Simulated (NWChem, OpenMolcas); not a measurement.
**How basis sets differ on CH7BNP (SMILES CB(N)P)**

CH7BNP: 11 atoms, total charge 0, spin state singlet. As SMILES, `CB(N)P`. The shape is that of a PBE0-D4/def2-TZVP optimisation. This is one conformer, not always the lowest.

```xyz
11

C    -1.0932    0.9226   -0.1280
B     0.0029   -0.1798    0.1119
N     0.4271   -0.4959    1.4014
P     0.6709   -1.2049   -1.3891
H    -1.9035    0.5532   -0.7637
H    -1.5370    1.2993    0.7983
H    -0.6596    1.7766   -0.6592
H     1.1341   -1.1792    1.6110
H     0.0433   -0.0498    2.2184
H     2.0072   -1.3933   -0.9488
H     0.9733   -0.1057   -2.2314
```

Quantity: the dipole moment, in D. The values are calculated.

```json
{"level": "HF/ANO-R0 (sfX2C)", "kind": "Hartree–Fock", "program": "OpenMolcas", "value (D)": "3.08", "CPU time": "4 s"}
{"level": "HF/ANO-RCC-MB (DKH2)", "kind": "Hartree–Fock", "program": "OpenMolcas", "value (D)": "2.80", "CPU time": "4.4 s"}
{"level": "HF/STO-3G", "kind": "Hartree–Fock", "program": "OpenMolcas", "value (D)": "1.87", "CPU time": "2.8 s"}
{"level": "HF/3-21G", "kind": "Hartree–Fock", "program": "OpenMolcas", "value (D)": "2.92", "CPU time": "4 s"}
{"level": "HF/def2-SVP", "kind": "Hartree–Fock", "program": "NWChem", "value (D)": "2.48", "CPU time": "16 s"}
```

The values span 1.87 to 3.08 D. Magnitudes only. Sets without polarisation functions give poor dipoles. Times are those of the runs behind each value, whatever else they computed, on shared processors of several kinds: orders of magnitude only.
